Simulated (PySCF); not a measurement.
C4H8F2SSi.
Numbering: `[F:1][C@@H:2]1[CH2:3][S:4][C@@:5]([F:6])([SiH3:7])[CH2:8]1`

NICS = −σ at a ghost point: NICS(0) at the centroid of the ring atoms, NICS(1) 1 Å to either side along the normal of their mean plane, zz for the tensor component along that normal. Level: GIAO PBE0/pcSseg-1 (PySCF, non-relativistic, gas phase) on the GFN2-xTB geometry, one conformer.

Ring bond lengths (Å), with Mayer bond orders in brackets: C2–C3 1.520 (0.99), C3–S4 1.815 (0.99), S4–C5 1.848 (1.02), C5–C8 1.524 (0.97), C8–C2 1.523 (1.01).

**Question.** Give the NICS values of each ring in ppm.

**Answer.** 
```tsv
ring	type	NICS(0)	NICS(1), two faces	NICS(1)zz, two faces	rms pucker (Å)	centre to ring atoms, mean (Å)
C2–C3–S4–C5–C8	5-membered ring with S; formal bonds all single	-8.2	-6.7 / -2.2	-4.4 / 1.3	0.20	1.37
```

**Question.** What do they say, and how far can they be read as aromaticity?

**Answer.** 
- C2–C3–S4–C5–C8: mean NICS(1)zz -1.6 ppm, near zero. C2, C3, C5, C8 have four or more neighbours; no verdict on aromaticity is drawn. The two faces differ by 5.7 ppm, so no symmetry operation interchanges them.

**Question.** How shielded are the nuclei of the rings and their hydrogens (means over atoms taken as equivalent)?

**Answer.** 
```
  atoms                 environment  σ isotropic (ppm)  principal values of the symmetric part, first atom (ppm)
     C2              sp3 C–F carbon               91.2                                         42.4, 80.7, 150.6
     C3  sp3 carbon bound to sulfur              145.8                                       116.3, 151.7, 169.5
     S4              sulfide sulfur              444.1                                       210.6, 346.2, 775.4
     C5              sp3 C–F carbon               80.7                                         37.3, 71.9, 132.8
     C8             ring CH2 carbon              137.7                                       106.3, 144.2, 162.6
H on C2            methine hydrogen              26.72                                          23.4, 27.7, 29.1
H on C3          methylene hydrogen              28.74                                          24.2, 26.1, 35.9
H on C3          methylene hydrogen              28.14                                          23.8, 26.3, 34.4
H on C8          methylene hydrogen              28.88                                          25.1, 28.3, 33.2
H on C8          methylene hydrogen              28.93                                          25.9, 27.8, 33.1
```
